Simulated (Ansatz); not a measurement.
# Nudged elastic band run: CH3F2NTe

The input (input.yaml):

```yaml
crystal:
  periodic: [false, false, false]
  atoms:
    - { symbol: "N", position_ang: [-0.02696, 1.245096, -0.305313] }
    - { symbol: C, position_ang: [0.280439, -0.111092, -0.182322] }
    - { symbol: F, position_ang: [1.032047, -0.475532, -1.232903] }
    - { symbol: F, position_ang: [1.023084, -0.41939, 0.919018] }
    - { symbol: Te, position_ang: [-1.598092, -1.246769, -0.096867] }
    - { symbol: H, position_ang: [-0.533254, 1.597793, 0.500869] }
    - { symbol: H, position_ang: [0.812412, 1.798245, -0.477484] }
    - { symbol: H, position_ang: [-0.897476, -2.445352, 0.819102] }
basis:
  gaussian: { orbitals: def2-SVP }
hamiltonian:
  xc: pbe0
  dispersion: d4
neb:
  order_check: false
  images: 7
  f_tol: 0.05
  max_iterations: 60
  initial_path: idpp
  final_atoms:
    - { symbol: "N", position_ang: [0.0267112, 1.2788991, 0.04671315] }
    - { symbol: C, position_ang: [0.32563225, -0.08386699, 0.09594125] }
    - { symbol: F, position_ang: [0.71635604, -0.61514055, -1.0974694] }
    - { symbol: F, position_ang: [1.36497273, -0.26629384, 0.92516932] }
    - { symbol: Te, position_ang: [-1.4619889, -1.15617013, 0.78886993] }
    - { symbol: H, position_ang: [-0.70633667, 1.48263825, -0.62580019] }
    - { symbol: H, position_ang: [0.86045598, 1.83382872, -0.14527357] }
    - { symbol: H, position_ang: [-1.03360263, -2.53089556, -0.04405049] }
```

Run as:

```bash
$ ansatz run input.yaml --threads 2 --pin off --max-ram 3072MiB --backend cpu --events-out ev --progress --plain --runs-dir out
```

Output, in part (warnings, iteration lines, the closing report on the highest movable image, with atoms numbered from 0):

```
NEB end point (image 0): max|allowed force component| = 5.082e-3 eV/Å (the criterion of neb.relax_end_points is 1.000e-2)
NEB end point (image 8): max|allowed force component| = 1.413e-2 eV/Å (the criterion of neb.relax_end_points is 1.000e-2)
NEB iter   1: max|band force component| = 1.275e0 eV/Å  barrier→ = 0.3059 eV  barrier← = 0.3058 eV  Δτ_max = 0.0800 Å  (243 SCF iters)
NEB iter   2: max|band force component| = 2.908e-1 eV/Å  barrier→ = 0.2148 eV  barrier← = 0.2147 eV  CI = image 4  Δτ_max = 0.1167 Å  (212 SCF iters)
NEB iter   3: max|band force component| = 3.665e-1 eV/Å  barrier→ = 0.2256 eV  barrier← = 0.2255 eV  CI = image 4  Δτ_max = 0.0578 Å  (215 SCF iters)
NEB iter   4: max|band force component| = 1.737e-1 eV/Å  barrier→ = 0.2095 eV  barrier← = 0.2094 eV  CI = image 4  Δτ_max = 0.0336 Å  (224 SCF iters)
NEB iter   5: max|band force component| = 1.330e-1 eV/Å  barrier→ = 0.2066 eV  barrier← = 0.2064 eV  CI = image 4  Δτ_max = 0.0269 Å  (200 SCF iters)
NEB iter   6: max|band force component| = 1.380e-1 eV/Å  barrier→ = 0.2063 eV  barrier← = 0.2062 eV  CI = image 4  Δτ_max = 0.0068 Å  (215 SCF iters)
NEB iter   7: max|band force component| = 5.545e-2 eV/Å  barrier→ = 0.2062 eV  barrier← = 0.2060 eV  CI = image 4  Δτ_max = 0.0031 Å  (176 SCF iters)
NEB iter   8: max|band force component| = 1.950e-2 eV/Å  barrier→ = 0.2061 eV  barrier← = 0.2060 eV  CI = image 4  Δτ_max = 0.0000 Å  (372 SCF iters)
Total energy: -15288.42260036 eV, -561.8391676982 hartree
Atom 0 at     0.085396     1.239157    -0.255010 Å, force    -0.000095    -0.003081     0.001047 eV/Å
Atom 1 at     0.300497    -0.099585    -0.021212 Å, force     0.007041     0.001162    -0.000827 eV/Å
Atom 2 at     0.920838    -0.710156    -1.064861 Å, force    -0.004787     0.001430     0.000878 eV/Å
Atom 3 at     1.149039    -0.309834     1.019320 Å, force    -0.004932     0.000596    -0.000231 eV/Å
Atom 4 at    -1.612437    -1.112059     0.383256 Å, force     0.001915    -0.000404    -0.000732 eV/Å
Atom 5 at    -0.828789     1.657192    -0.234849 Å, force     0.000384     0.000222     0.000109 eV/Å
Atom 6 at     0.882451     1.827823    -0.458361 Å, force    -0.000054    -0.000781    -0.000447 eV/Å
Atom 7 at    -0.804794    -2.549540     0.575817 Å, force     0.000526     0.000857     0.000202 eV/Å
Dipole moment:    -0.223941     0.384609    -0.050132 e Å
```

The run converged. A vibrational analysis at the climbing image gives 2 clearly imaginary modes (522i, 187i cm⁻¹): a point of higher order, so a lower path passes nearby.

Final band (atoms are numbered from 1 in the order of the input):

```csv
image,path coordinate (Å),energy (kcal/mol),height of N1 over the plane of its neighbours (Å)
0,0.00,0.0,0.34
1,0.29,0.3,0.34
2,0.59,1.3,0.33
3,0.88,3.0,0.24
4,1.17,4.8,0.00
5,1.46,3.0,-0.24
6,1.76,1.4,-0.33
7,2.05,0.3,-0.34
8,2.35,0.0,-0.34
```

The run took 2.1 min on 2 threads of Intel(R) Xeon(R) Platinum 8488C (Sapphire Rapids) (shared host), peak memory 0.24 GiB.
